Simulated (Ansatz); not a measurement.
Geometry optimisation, RHF/def2-SVP (Ansatz 0.2.0).

Input file:

```yaml
crystal:
  periodic: [false, false, false]
  atoms:
    - { symbol: Al, position_ang: [0.0, 0.0, 0.0] }
    - { symbol: H, position_ang: [0.0, 0.0, 1.91] }
    - { symbol: O, position_ang: [1.5415, 0.0, -0.89] }
    - { symbol: H, position_ang: [1.8414, -0.9519, -1.0449] }
    - { symbol: O, position_ang: [-1.5415, 0.0, -0.89] }
    - { symbol: H, position_ang: [-2.0512, -0.8467, -0.6815] }
    - { symbol: Cl, position_ang: [0.1134, 2.3983, 0.7978] }
    - { symbol: H, position_ang: [0.0464, 0.9821, 1.9502] }
basis:
  gaussian: { orbitals: def2-SVP }
hamiltonian:
  xc: hf
relax:
  f_tol: 0.15
  max_steps: 25
  restrain:
    - { distance: [0, 6], at: 3.43, k: 30.0 }
    - { distance: [7, 1], at: 1.86, k: 30.0 }
    - { distance: [0, 1], at: 1.56, k: 30.0 }
    - { distance: [7, 6], at: 1.37, k: 30.0 }
```

Launched with:

```bash
$ ansatz run input.yaml --threads 1 --pin off --max-ram 2048MiB --backend cpu --events-out ev --progress --plain --runs-dir out
```

Problem. Where does it end, and by what steps?

Solution. The run converged. The restraints hold the end off the free minimum. After 10 steps the energy has fallen by 2.071 eV (the restraints' own energy left out); H8 moved furthest, 0.66 Å. Parted: Al1–Cl7 (2.53 → 3.43 Å). Joined: Cl7–H8 (1.83 → 1.32 Å).

```json
{"step": "0", "energy less start (eV)": "0.0000", "largest force component (eV/Å)": "4.376", "accepted": "yes"}
{"step": "1", "energy less start (eV)": "0.0546", "largest force component (eV/Å)": "2.887", "accepted": "yes"}
{"step": "2", "energy less start (eV)": "-0.6763", "largest force component (eV/Å)": "3.255", "accepted": "yes"}
{"step": "3", "energy less start (eV)": "-1.2643", "largest force component (eV/Å)": "2.635", "accepted": "yes"}
{"step": "4", "energy less start (eV)": "-1.5180", "largest force component (eV/Å)": "1.910", "accepted": "yes"}
{"step": "5", "energy less start (eV)": "-1.6833", "largest force component (eV/Å)": "1.658", "accepted": "yes"}
{"step": "6", "energy less start (eV)": "-1.8307", "largest force component (eV/Å)": "1.506", "accepted": "yes"}
{"step": "7", "energy less start (eV)": "-1.9428", "largest force component (eV/Å)": "1.533", "accepted": "yes"}
{"step": "8", "energy less start (eV)": "-1.9847", "largest force component (eV/Å)": "1.557", "accepted": "yes"}
{"step": "9", "energy less start (eV)": "-2.0610", "largest force component (eV/Å)": "1.433", "accepted": "yes"}
{"step": "10", "energy less start (eV)": "-2.0708", "largest force component (eV/Å)": "1.443", "accepted": "yes"}
```

```xyz
8
Properties=species:S:1:pos:R:3
Al 0.055 -0.397 0.052
H -0.032 -0.193 1.599
O 1.583 -0.569 -0.622
H 1.874 -0.702 -1.506
O -1.324 -0.535 -0.901
H -2.244 -0.462 -0.723
Cl 0.010 2.798 1.303
H 0.028 1.642 1.949
```

The run took 17 s on 1 thread of Arm Neoverse V1, with other jobs on the host, peak memory 0.15 GiB.
